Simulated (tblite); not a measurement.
Species: H9N3Si3.
Numbering: `[SiH3:1][NH:2][SiH:3]1[NH:4][SiH2:5][NH:6]1` (hydrogens: H7, H8, H9 on Si1; H10 on N2; H11 on Si3; H12 on N4; H13, H14 on Si5; H15 on N6)

Computed with GFN2-xTB (tblite), gas phase: L-BFGS steps from a force-field or distance-geometry start until the largest atomic force falls under 0.01 eV/Å.

Step 35: E = -507.6218 eV
```
atom  x, y, z in Å  |  force x, y, z in eV/Å
Si1    -2.4577    0.2494    0.2257    0.024  -0.025  -0.020
N2     -1.3984   -1.0795   -0.1115    0.022   0.024   0.000
Si3     0.3215   -1.1830   -0.1213   -0.041  -0.030   0.056
N4      1.1901   -0.1736   -1.2413   -0.037  -0.062  -0.049
Si5     2.2720    0.4984   -0.0612   -0.007  -0.031   0.050
N6      1.1948   -0.2624    1.0684   -0.041  -0.055   0.014
H7     -3.7012   -0.0499   -0.4951   -0.019  -0.026  -0.021
H8     -2.7735    0.3311    1.6615    0.065   0.005  -0.016
H9     -1.8656    1.4889   -0.2613    0.041   0.008   0.023
H10    -1.8529   -1.9638   -0.2611    0.004   0.021   0.013
H11     0.6777   -2.6039   -0.1622   -0.040   0.025  -0.026
H12     1.2682   -0.2344   -2.2394    0.006   0.021   0.024
H13     2.2724    1.9498    0.0164   -0.012   0.076  -0.016
H14     3.6072   -0.0994   -0.1049    0.008   0.032   0.014
H15     1.2410   -0.3653    2.0652    0.028   0.016  -0.047
```

Step 36: E = -507.6227 eV
```
atom  x, y, z in Å  |  force x, y, z in eV/Å
Si1    -2.4555    0.2509    0.2249    0.008  -0.024  -0.019
N2     -1.4008   -1.0798   -0.1146    0.041   0.011   0.002
Si3     0.3182   -1.1840   -0.1199    0.013  -0.023   0.048
N4      1.1902   -0.1777   -1.2398   -0.005  -0.024   0.004
Si5     2.2709    0.4998   -0.0599   -0.029  -0.037   0.039
N6      1.1922   -0.2623    1.0695   -0.021  -0.033  -0.066
H7     -3.6989   -0.0504   -0.4933   -0.037  -0.023  -0.032
H8     -2.7712    0.3311    1.6600    0.065   0.009   0.001
H9     -1.8644    1.4912   -0.2607    0.045   0.006   0.020
H10    -1.8527   -1.9661   -0.2600   -0.014   0.030   0.013
H11     0.6744   -2.6049   -0.1649   -0.041   0.025  -0.017
H12     1.2709   -0.2348   -2.2370   -0.005   0.010  -0.016
H13     2.2693    1.9545    0.0145   -0.012   0.015  -0.015
H14     3.6086   -0.0976   -0.1052   -0.028   0.052   0.020
H15     1.2443   -0.3674    2.0643    0.021   0.006   0.020
```

**Question.** Estimate the geometry and energy of step 37. (The exact step hangs on the optimiser's Hessian estimate; all steps are aligned on step 36, rigid shifts and turns removed.)

**Answer.** E = -507.6234 eV, largest force 0.072 eV/Å
```
atom  x, y, z in Å  |  force x, y, z in eV/Å
Si1    -2.4545    0.2521    0.2239   -0.008  -0.010  -0.021
N2     -1.4014   -1.0787   -0.1171    0.022  -0.019  -0.002
Si3     0.3164   -1.1850   -0.1198    0.042  -0.018   0.017
N4      1.1901   -0.1803   -1.2402    0.018  -0.004   0.033
Si5     2.2688    0.5008   -0.0587   -0.035  -0.013   0.009
N6      1.1895   -0.2630    1.0687    0.001  -0.020   0.016
H7     -3.6996   -0.0486   -0.4922   -0.031  -0.021  -0.031
H8     -2.7679    0.3307    1.6592    0.062   0.012   0.009
H9     -1.8629    1.4925   -0.2610    0.043   0.003   0.019
H10    -1.8527   -1.9663   -0.2570   -0.017   0.043   0.012
H11     0.6730   -2.6047   -0.1644   -0.040   0.006  -0.017
H12     1.2752   -0.2373   -2.2368   -0.014   0.006  -0.024
H13     2.2641    1.9581    0.0129   -0.013  -0.033  -0.014
H14     3.6086   -0.0936   -0.1032   -0.039   0.057   0.022
H15     1.2489   -0.3741    2.0637    0.009   0.011  -0.027
```

The energy changes by -0.0007 eV. The first-order estimate −F·Δx gives -0.0009 eV and the mean of the old and new forces, exact on a quadratic surface, -0.0007 eV. The step makes an angle of 70° with the force vector and moves no atom by more than 0.008 Å.

What follows is the cost of the whole relaxation. The run took 1.6 s of wall time on Intel Xeon, one thread (shared host).
